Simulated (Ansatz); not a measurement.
`[BH2][GeH2][SiH2][SiH3]` + `[SiH3][SiH2][SiH3]` → `[SiH3][SiH2][SiH2][GeH2][SiH2][SiH3]` + BH₃  (formal exchange of groups at a Ge–B bond)

Computed with Ansatz on PBE0-D4/def2-TZVP structures; ΔE is electronic, products minus reactants. CBS: MP2 limit from def2 TZ/QZ plus the TZ coupled-cluster correction, frozen cores. This one scheme is used for every species. Functionals use def2-TZVPP. B3LYP here is the variant with VWN-RPA as its local correlation; programs differ in this. For Ge outer-core shells are correlated without core-valence functions, which leaves a few kJ/mol of doubt a bond. Scalar relativity is left out up to krypton. Each species was taken in one conformer, which may not be the lowest.

```
             level  ΔE (kJ/mol)  difference from CCSD(T)/CBS
           PBE0-D4        -35.0                         -2.2
          B3LYP-D4        -35.9                         -3.1
            B2PLYP        -23.1                          9.7
            r2SCAN        -23.9                          8.9
             B3LYP        -14.1                         18.7
    MP2/def2-TZVPP        -36.5                         -3.7
CCSD(T)/def2-TZVPP        -31.6                          1.2
     HF/def2-QZVPP        -15.9                         16.9
    MP2/def2-QZVPP        -37.0                         -4.2
SCS-MP2/def2-QZVPP        -31.8                          1.0
       CCSD(T)/CBS        -32.8                            0
```

Largest T1 diagnostic among the species: 0.013.

The D4 term adds −21.8 kJ/mol with B3LYP and −13.4 kJ/mol with PBE0; it sums over pairs of atoms, weighted by their polarisabilities, and B3LYP, whose exchange is more repulsive, gets the larger term. From PBE to PBE0 (25 % exact exchange), in def2-TZVPP and without D4, ΔE moves by −3.9 kJ/mol.
